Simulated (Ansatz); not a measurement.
**Ligand exchange: SiHF3 + SnH2(CH3)(SiH3) → SiH(SiH3)F2 + SnH2(CH3)F**

Species: SiHF3 `F[SiH](F)F`, singlet; SnH2(CH3)(SiH3), singlet; SiH(SiH3)F2, singlet; SnH2(CH3)F, singlet. The partners trade F for SiH3: Si–F and Sn–SiH3 bonds give way to Si–SiH3 and Sn–F.

Shapes, held fixed at every level: PBE0-D4/def2-TZVP. Programs: Ansatz 0.2.0. The zero-point and thermal change to 298 K, harmonic and unscaled (PBE0-D4/def2-TZVP), is -2.2 kJ/mol.

```tsv
level	kind	ΔH(298 K) (kJ/mol)	less CCSD(T)/def2-TZVPP	CPU time (sum over the molecules)
r2SCAN-D4/def2-TZVPP	meta-GGA	+129.6	-11.7	42 s
B3LYP-D4/def2-TZVPP	global hybrid	+125.3	-16.0	38 s
wB97M-V/def2-TZVPP	range-separated hybrid	+133.3	-8.0	99 s
B2PLYP/def2-TZVPP	double hybrid	+132.0	-9.3	49 s
MP2/def2-TZVPP	perturbation theory	+149.2	+7.9	–
CCSD/def2-SVP	coupled cluster or CI	+127.6	-13.7	–
CCSD(T)/def2-TZVPP	coupled cluster or CI	+141.3	0.0	14 min
```

The highest level, CCSD(T)/def2-TZVPP, gives ΔH(298 K) = +141.3 kJ/mol; the levels span +125.3 to +149.2. The column of differences is taken from that level and isn't an error. No measured value is set beside it here. For atoms past krypton def2 sets carry core potentials with scalar relativity. Outer-core shells of Sn are correlated in most correlated rows, in sets that cover them unevenly. Times are processor times on shared x86 and Arm servers, and rough.
